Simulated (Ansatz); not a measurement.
Start from `C#[C][GeH]([CH3])[CH3]` and change one atom or group to get `[BH2][GeH]([CH3])[CH3]`.

Ansatz, PBE0-D4/def2-TZVP geometries, multiplicity 1. 

Scalar relativity is left out up to krypton.

| property | `C#[C][GeH]([CH3])[CH3]` |
| --- | --- |
| LUMO energy (PBE/def2-TZVPP) / eV | -0.47 |
| size of the dipole moment (PBE/def2-TZVPP) / D | 0.89 |
| HOMO energy (ωB97M-V/def2-TZVPP) / eV | -10.07 |
| size of the dipole moment (ωB97M-V/def2-TZVPP) / D | 0.81 |
| HOMO–LUMO gap (ωB97M-V/def2-TZVPP) / eV | 12.30 |
| HOMO–LUMO gap (PBE0/def2-TZVPP) / eV | 8.29 |

Task: What does the change do to each property? (Estimate.)

Result: Ansatz gave: 
```csv
property,`[BH2][GeH]([CH3])[CH3]`,shift
LUMO energy (PBE/def2-TZVPP) / eV,-3.17,-2.70
size of the dipole moment (PBE/def2-TZVPP) / D,0.61,-0.28
HOMO energy (ωB97M-V/def2-TZVPP) / eV,-9.90,0.17
size of the dipole moment (ωB97M-V/def2-TZVPP) / D,0.56,-0.25
HOMO–LUMO gap (ωB97M-V/def2-TZVPP) / eV,9.64,-2.66
HOMO–LUMO gap (PBE0/def2-TZVPP) / eV,5.56,-2.73
```

With PBE0 the HOMO rises by 0.10 eV and the LUMO falls by 2.63 eV, so the gap narrows by about 2.73 eV. PBE moves the HOMO by 0.08 eV and ωB97M-V by 0.17 eV. Dipoles are sizes alone; their direction can turn.
